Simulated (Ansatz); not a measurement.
Ansatz (a first-principles code) input for CH6BClOSi, SMILES O(B([SiH3])Cl)C, r2SCAN-D4/def2-SVP. 

Ansatz 0.2 input:
```yaml
crystal:
  periodic: [false, false, false]
  atoms:
    - {symbol: B, position_ang: [0.09320233, -0.15787089, 0.10255580]}
    - {symbol: Cl, position_ang: [0.69045008, -0.76540709, 1.63121531]}
    - {symbol: O, position_ang: [0.30237304, -1.01182327, -0.89617801]}
    - {symbol: C, position_ang: [-0.05250483, -0.82521677, -2.24249352]}
    - {symbol: H, position_ang: [-0.53594687, 0.14212844, -2.40378963]}
    - {symbol: H, position_ang: [0.85306845, -0.88785152, -2.84902363]}
    - {symbol: H, position_ang: [-0.73229241, -1.62817781, -2.53436956]}
    - {symbol: Si, position_ang: [-0.77308107, 1.62891000, 0.01878584]}
    - {symbol: H, position_ang: [-0.94720940, 2.26090070, 1.32486135]}
    - {symbol: H, position_ang: [-2.10636531, 1.57973422, -0.60439412]}
    - {symbol: H, position_ang: [-0.01573757, 2.57568780, -0.81533999]}
basis:
  gaussian:
    orbitals: def2-SVP
hamiltonian:
  xc: r2scan
  dispersion: d4
relax: {f_tol: 0.002, max_steps: 200}
```

It prints:

```
WARN ansatz: RAYON_NUM_THREADS=1 ignored (pool sized by the plan → 1); use --threads N
Functional definition: r2SCAN
integrals: 0.06 GiB planned
1194 factors; their error is unknown
mean field: 0.31 GiB planned
mean field evaluation 1: about -24242.8221 eV, gradient 4.4e1 eV
mean field evaluation 2: about -24231.5142 eV, gradient 8.6e1 eV
mean field evaluation 4: about -24247.1976 eV, gradient 4.2e0 eV
mean field evaluation 8: about -24247.2455 eV, gradient 1.1e-1 eV
mean field evaluation 16: about -24247.1776 eV, gradient 5.7e-5 eV
mean field -24247.17760809 eV, -891.0673417700 hartree, gradient 1.5e-5 eV, S^2 0.000000; 0 other end points of the search recorded, 0 dependent functions left out
the calculation of the forces begins
reference -24247.17761825 eV, -891.0673421433 hartree; 28, 28 occupied and 80, 80 virtual orbitals, 1194 factors
relax step   1: F+E_penalty+E_count = -24247.23949175 eV  Δ(F+E_penalty+E_count) = +0.000e0 eV  max|allowed force component| = 8.743e-1 eV/Å  Δτ_max = 0.0000 Å  (28 SCF iters, accepted)
these checks for a lower state are left out or cut short: starts, cluster_reference, orbital_swaps, neighbouring_geometries, increment
integrals: 0.06 GiB planned
1194 factors; their error is unknown
mean field: 0.31 GiB planned
mean field -24247.26133196 eV, -891.0704185654 hartree, gradient 2.2e-5 eV, S^2 0.000000; 0 other end points of the search recorded, 0 dependent functions left out
the calculation of the forces begins
reference -24247.26134218 eV, -891.0704189412 hartree; 28, 28 occupied and 80, 80 virtual orbitals, 1194 factors
relax step   2: F+E_penalty+E_count = -24247.32314079 eV  Δ(F+E_penalty+E_count) = -8.365e-2 eV  max|allowed force component| = 3.122e-1 eV/Å  Δτ_max = 0.0623 Å  (30 SCF iters, accepted)
these checks for a lower state are left out or cut short: starts, cluster_reference, orbital_swaps, neighbouring_geometries, increment
integrals: 0.06 GiB planned
1194 factors; their error is unknown
mean field: 0.31 GiB planned
mean field evaluation 32: about -24247.2696 eV, gradient 1.9e-5 eV
mean field -24247.26962881 eV, -891.0707234690 hartree, gradient 1.9e-5 eV, S^2 0.000000; 0 other end points of the search recorded, 0 dependent functions left out
the calculation of the forces begins
reference -24247.26963908 eV, -891.0707238464 hartree; 28, 28 occupied and 80, 80 virtual orbitals, 1194 factors
relax step   3: F+E_penalty+E_count = -24247.33135395 eV  Δ(F+E_penalty+E_count) = -8.213e-3 eV  max|allowed force component| = 7.221e-2 eV/Å  Δτ_max = 0.0241 Å  (31 SCF iters, accepted)
these checks for a lower state are left out or cut short: starts, cluster_reference, orbital_swaps, neighbouring_geometries, increment
integrals: 0.06 GiB planned
1194 factors; their error is unknown
mean field: 0.31 GiB planned
mean field -24247.26984811 eV, -891.0707315282 hartree, gradient 1.9e-5 eV, S^2 0.000000; 0 other end points of the search recorded, 0 dependent functions left out
the calculation of the forces begins
reference -24247.26985837 eV, -891.0707319053 hartree; 28, 28 occupied and 80, 80 virtual orbitals, 1194 factors
relax step   4: F+E_penalty+E_count = -24247.33161605 eV  Δ(F+E_penalty+E_count) = -2.621e-4 eV  max|allowed force component| = 4.652e-2 eV/Å  Δτ_max = 0.0104 Å  (30 SCF iters, accepted)
these checks for a lower state are left out or cut short: starts, cluster_reference, orbital_swaps, neighbouring_geometries, increment
integrals: 0.06 GiB planned
1194 factors; their error is unknown
mean field: 0.31 GiB planned
mean field -24247.27009214 eV, -891.0707404962 hartree, gradient 1.9e-5 eV, S^2 0.000000; 0 other end points of the search recorded, 0 dependent functions left out
the calculation of the forces begins
reference -24247.27010240 eV, -891.0707408733 hartree; 28, 28 occupied and 80, 80 virtual orbitals, 1194 factors
relax step   5: F+E_penalty+E_count = -24247.33187263 eV  Δ(F+E_penalty+E_count) = -2.566e-4 eV  max|allowed force component| = 2.082e-2 eV/Å  Δτ_max = 0.0047 Å  (31 SCF iters, accepted)
these checks for a lower state are left out or cut short: starts, cluster_reference, orbital_swaps, neighbouring_geometries, increment
integrals: 0.06 GiB planned
1194 factors; their error is unknown
mean field: 0.31 GiB planned
mean field -24247.27018810 eV, -891.0707440228 hartree, gradient 1.9e-5 eV, S^2 0.000000; 0 other end points of the search recorded, 0 dependent functions left out
the calculation of the forces begins
reference -24247.27019836 eV, -891.0707443999 hartree; 28, 28 occupied and 80, 80 virtual orbitals, 1194 factors
relax step   6: F+E_penalty+E_count = -24247.33197689 eV  Δ(F+E_penalty+E_count) = -1.043e-4 eV  max|allowed force component| = 3.926e-2 eV/Å  Δτ_max = 0.0164 Å  (31 SCF iters, accepted)
these checks for a lower state are left out or cut short: starts, cluster_reference, orbital_swaps, neighbouring_geometries, increment
integrals: 0.06 GiB planned
1194 factors; their error is unknown
mean field: 0.31 GiB planned
mean field -24247.27023444 eV, -891.0707457257 hartree, gradient 9.4e-6 eV, S^2 0.000000; 0 other end points of the search recorded, 0 dependent functions left out
the calculation of the forces begins
reference -24247.27024470 eV, -891.0707461028 hartree; 28, 28 occupied and 80, 80 virtual orbitals, 1194 factors
relax step   7: F+E_penalty+E_count = -24247.33203085 eV  Δ(F+E_penalty+E_count) = -5.395e-5 eV  max|allowed force component| = 3.202e-2 eV/Å  Δτ_max = 0.0085 Å  (24 SCF iters, accepted)
these checks for a lower state are left out or cut short: starts, cluster_reference, orbital_swaps, neighbouring_geometries, increment
integrals: 0.06 GiB planned
1194 factors; their error is unknown
mean field: 0.31 GiB planned
mean field evaluation 64: about -24247.2703 eV, gradient 3.8e-4 eV
mean field -24247.27031453 eV, -891.0707486688 hartree, gradient 1.9e-5 eV, S^2 0.000000; 0 other end points of the search recorded, 0 dependent functions left out
the calculation of the forces begins
reference -24247.27032479 eV, -891.0707490458 hartree; 28, 28 occupied and 80, 80 virtual orbitals, 1194 factors
relax step   8: F+E_penalty+E_count = -24247.33212408 eV  Δ(F+E_penalty+E_count) = -9.324e-5 eV  max|allowed force component| = 1.852e-2 eV/Å  Δτ_max = 0.0257 Å  (30 SCF iters, accepted)
these checks for a lower state are left out or cut short: starts, cluster_reference, orbital_swaps, neighbouring_geometries, increment
integrals: 0.06 GiB planned
1194 factors; their error is unknown
mean field: 0.31 GiB planned
mean field -24247.27035868 eV, -891.0707502913 hartree, gradient 1.9e-5 eV, S^2 0.000000; 0 other end points of the search recorded, 0 dependent functions left out
the calculation of the forces begins
reference -24247.27036894 eV, -891.0707506684 hartree; 28, 28 occupied and 80, 80 virtual orbitals, 1194 factors
relax step   9: F+E_penalty+E_count = -24247.33217098 eV  Δ(F+E_penalty+E_count) = -4.689e-5 eV  max|allowed force component| = 1.982e-2 eV/Å  Δτ_max = 0.0187 Å  (30 SCF iters, accepted)
these checks for a lower state are left out or cut short: starts, cluster_reference, orbital_swaps, neighbouring_geometries, increment
integrals: 0.06 GiB planned
1194 factors; their error is unknown
mean field: 0.31 GiB planned
mean field -24247.27039674 eV, -891.0707516901 hartree, gradient 1.9e-5 eV, S^2 0.000000; 0 other end points of the search recorded, 0 dependent functions left out
the calculation of the forces begins
reference -24247.27040700 eV, -891.0707520672 hartree; 28, 28 occupied and 80, 80 virtual orbitals, 1194 factors
relax step  10: F+E_penalty+E_count = -24247.33220327 eV  Δ(F+E_penalty+E_count) = -3.229e-5 eV  max|allowed force component| = 1.024e-2 eV/Å  Δτ_max = 0.0173 Å  (30 SCF iters, accepted)
these checks for a lower state are left out or cut short: starts, cluster_reference, orbital_swaps, neighbouring_geometries, increment
integrals: 0.06 GiB planned
1194 factors; their error is unknown
mean field: 0.31 GiB planned
mean field -24247.27041060 eV, -891.0707521994 hartree, gradient 2.4e-5 eV, S^2 0.000000; 0 other end points of the search recorded, 0 dependent functions left out
the calculation of the forces begins
reference -24247.27042086 eV, -891.0707525765 hartree; 28, 28 occupied and 80, 80 virtual orbitals, 1194 factors
relax step  11: F+E_penalty+E_count = -24247.33221383 eV  Δ(F+E_penalty+E_count) = -1.056e-5 eV  max|allowed force component| = 5.690e-3 eV/Å  Δτ_max = 0.0071 Å  (23 SCF iters, accepted)
these checks for a lower state are left out or cut short: starts, cluster_reference, orbital_swaps, neighbouring_geometries, increment
integrals: 0.06 GiB planned
1194 factors; their error is unknown
mean field: 0.31 GiB planned
mean field -24247.27041665 eV, -891.0707524215 hartree, gradient 8.8e-5 eV, S^2 0.000000; 0 other end points of the search recorded, 0 dependent functions left out
the calculation of the forces begins
reference -24247.27042691 eV, -891.0707527987 hartree; 28, 28 occupied and 80, 80 virtual orbitals, 1194 factors
relax step  12: F+E_penalty+E_count = -24247.33221742 eV  Δ(F+E_penalty+E_count) = -3.587e-6 eV  max|allowed force component| = 4.061e-3 eV/Å  Δτ_max = 0.0011 Å  (20 SCF iters, accepted)
these checks for a lower state are left out or cut short: starts, cluster_reference, orbital_swaps, neighbouring_geometries, increment
integrals: 0.06 GiB planned
1194 factors; their error is unknown
mean field: 0.31 GiB planned
mean field evaluation 96: about -24247.2704 eV, gradient 1.0e-5 eV
mean field -24247.27042064 eV, -891.0707525682 hartree, gradient 1.0e-5 eV, S^2 0.000000; 0 other end points of the search recorded, 0 dependent functions left out
the calculation of the forces begins
reference -24247.27043090 eV, -891.0707529454 hartree; 28, 28 occupied and 80, 80 virtual orbitals, 1194 factors
relax step  13: F+E_penalty+E_count = -24247.33222195 eV  Δ(F+E_penalty+E_count) = -4.531e-6 eV  max|allowed force component| = 4.296e-4 eV/Å  Δτ_max = 0.0021 Å  (23 SCF iters, accepted)
integrals: 0.06 GiB planned
1194 factors; their error is unknown
mean field: 0.31 GiB planned
mean field -24247.27042064 eV, -891.0707525682 hartree, gradient 1.1e-5 eV, S^2 0.000000; 1 other end points of the search recorded, 0 dependent functions left out
the calculation of the forces begins
reference -24247.27043090 eV, -891.0707529454 hartree; 28, 28 occupied and 80, 80 virtual orbitals, 1194 factors
Total energy: -24247.33223221 eV, -891.0730241017 hartree
Atom 0 at     0.101145    -0.204695     0.131511 Å, force    -0.000259     0.000308    -0.000118 eV/Å
Atom 1 at     0.651534    -0.773678     1.723578 Å, force     0.000154    -0.000114     0.000430 eV/Å
Atom 2 at     0.316716    -1.047185    -0.890846 Å, force     0.000020    -0.000253    -0.000365 eV/Å
Atom 3 at    -0.043401    -0.791832    -2.236614 Å, force    -0.000290    -0.000085     0.000249 eV/Å
Atom 4 at    -0.512013     0.198626    -2.363992 Å, force    -0.000212    -0.000153     0.000058 eV/Å
Atom 5 at     0.860724    -0.844581    -2.861219 Å, force     0.000208     0.000171    -0.000029 eV/Å
Atom 6 at    -0.748225    -1.568466    -2.569287 Å, force     0.000206     0.000099    -0.000149 eV/Å
Atom 7 at    -0.786273     1.626105    -0.009894 Å, force     0.000135    -0.000069    -0.000320 eV/Å
Atom 8 at    -0.869844     2.290428     1.323115 Å, force     0.000011     0.000163     0.000147 eV/Å
Atom 9 at    -2.171332     1.506998    -0.572487 Å, force     0.000049     0.000037     0.000035 eV/Å
Atom 10 at    -0.023077     2.519296    -0.942035 Å, force    -0.000021    -0.000105     0.000062 eV/Å
Dipole moment:    -0.097224     0.004118    -0.534649 e Å
```

Self-consistency was reached.

Cost: about 50 core-seconds (a rough figure).
